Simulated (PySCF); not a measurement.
CH3Cl, charge +1, doublet, geometry from GFN2-xTB (a state made from the parent by changing its charge; the spin is typed, not shown lowest); HF/6-31G run with PySCF.

Here is a job for PySCF.
```python
from pyscf import gto, scf

mol = gto.M(
    atom='''
C    -0.00131604    0.04523262   -1.08238306
Cl    0.00077875   -0.02676598    0.64048998
H    -0.03211593    1.09416315   -1.42147319
H     0.90873300   -0.42897516   -1.48626886
H    -0.88195964   -0.48156210   -1.48628921
''',
    basis='6-31g',
    charge=1,
    spin=1,
    verbose=4,
)

mf = scf.UHF(mol)
mf.conv_tol = 1e-4
mf.kernel()
```

**Question.** What does PySCF print? Leave out banner, timings and long lists.

**Answer.** 
```
PySCF version 2.14.0

[INPUT] verbose = 4
[INPUT] num. atoms = 5
[INPUT] num. electrons = 25
[INPUT] charge = 1
[INPUT] spin (= nelec alpha-beta = 2S) = 1
[INPUT] symmetry False subgroup None
[INPUT] Mole.unit = angstrom
[INPUT] Symbol           X                Y                Z      unit          X                Y                Z       unit  Magmom
[INPUT]  1 C     -0.001316040000   0.045232620000  -1.082383060000 AA   -0.002486955169   0.085477263697  -2.045407545269 Bohr   0.0
[INPUT]  2 Cl     0.000778750000  -0.026765980000   0.640489980000 AA    0.001471624220  -0.050580371656   1.210350647728 Bohr   0.0
[INPUT]  3 H     -0.032115930000   1.094163150000  -1.421473190000 AA   -0.060690311936   2.067668689091  -2.686195022512 Bohr   0.0
[INPUT]  4 H      0.908733000000  -0.428975160000  -1.486268860000 AA    1.717256490354  -0.810645566641  -2.808641092870 Bohr   0.0
[INPUT]  5 H     -0.881959640000  -0.481562100000  -1.486289210000 AA   -1.666662172520  -0.910020480970  -2.808679548796 Bohr   0.0

nuclear repulsion = 52.3232080820411
number of shells = 18
number of NR pGTOs = 80
number of NR cGTOs = 28
basis = 6-31g
ecp = {}

******** <class 'pyscf.scf.uhf.UHF'> ********
method = UHF
initial guess = minao
damping factor = 0
level_shift factor = 0
DIIS = <class 'pyscf.scf.diis.CDIIS'>
diis_start_cycle = 1
diis_space = 8
diis_damp = 0
SCF conv_tol = 0.0001
SCF conv_tol_grad = None
SCF max_cycles = 50
direct_scf = True
direct_scf_tol = 1e-13
number electrons alpha = 13  beta = 12
Set gradient conv threshold to 0.01
init E= -499.161005009316

cycle= 1 E= -498.547652604856  delta_E= 0.613  |g|= 0.326  |ddm|= 1.33
cycle= 2 E= -498.626749504405  delta_E= -0.0791  |g|= 0.193  |ddm|= 0.576
cycle= 3 E= -498.648556273598  delta_E= -0.0218  |g|= 0.0487  |ddm|= 0.181
cycle= 4 E= -498.655939021165  delta_E= -0.00738  |g|= 0.0326  |ddm|= 0.104
cycle= 5 E= -498.659732883409  delta_E= -0.00379  |g|= 0.0127  |ddm|= 0.104
cycle= 6 E= -498.660274586521  delta_E= -0.000542  |g|= 0.00311  |ddm|= 0.0433
cycle= 7 E= -498.660293326547  delta_E= -1.87e-05  |g|= 0.0011  |ddm|= 0.00841
Extra cycle  E= -498.660294843221  delta_E= -1.52e-06  |g|= 0.000628  |ddm|= 0.00201
converged SCF energy = -498.660294843221  <S^2> = 0.75406683  2S+1 = 2.0040627
```
